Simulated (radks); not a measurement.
Question: Ionisation of the neon ion Ne2+, [He] 2s2 2p4, to [He] 2s2 2p3 as the strength of local exchange is varied. Calculated with a radial shooting solver on a logarithmic mesh with Libxc functionals: non-relativistic Kohn-Sham, Slater X-alpha exchange (alpha = 2/3 is LDA exchange), no correlation, spin-polarised, spherical densities, point nucleus; open shells are filled with parallel spins first.

| alpha | E(Ne2+) (hartree) | exchange (hartree) | IE (eV) | -e of the level emptied (eV) | <r> of it (bohr) |
|---|---|---|---|---|---|
| 0.584 | -124.05983 | -8.61575 | 59.191 | 48.115 (2p) | 0.8429 |
| 0.624 | -124.65104 | -9.24004 | 60.048 | 48.997 (2p) | 0.8382 |
| 0.868 | -128.30485 | -13.14271 | 65.436 | 54.576 (2p) | 0.8103 |
| 0.918 | -129.06363 | -13.96246 | 66.575 | 55.760 (2p) | 0.8049 |
| ? | -125.28904 | -9.91602 | 60.977 | 49.956 (2p) | 0.8331 |

Which alpha was used in the last row?

Answer: alpha = 0.667. NIST Atomic Spectra Database: 63.423 eV (measured). The Delta-SCF value meets it near alpha = 0.78. Open shells are spherical and high-spin; term and fine-structure splittings are not resolved.
